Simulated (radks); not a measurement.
Problem. These are the eigenvalues of the occupied orbitals of an atom or ion with whole-number occupations (eV). All-electron calculation, scalar-relativistic Kohn-Sham, PBEsol, spin-polarised, spherical densities, finite nucleus; Fermi nuclear charge, rms radius of each element as measured or else 0.836 A^(1/3) + 0.57 fm. Program: a radial shooting solver on a logarithmic mesh with Libxc functionals.

orbital  eigenvalue
1s        -61203.44
2s        -10370.28
2p        -9142.528
3s        -2337.234
3p        -1967.003
3d        -1515.546
4s        -459.4977
4p        -337.9256
4d        -177.8140
5s         -54.9576
5p         -27.4665
6s          -3.9373
4f          -3.0684

Which element is it, and in what charge state? The configuration may be excited. Open shells, if any, are filled with parallel spins first.

Solution. Z = 70, ytterbium, charge 0: Yb in [Xe] 4f14 6s2. The list shows which subshells hold electrons but not how many an open one holds; the 1s level, -2249.2 hartree, gives Z - s = 67.1 by -(Z - s)^2/2, which with screening and relativity narrows Z to a few neighbours, and the depths of the outer levels then fix element, charge and occupations together.
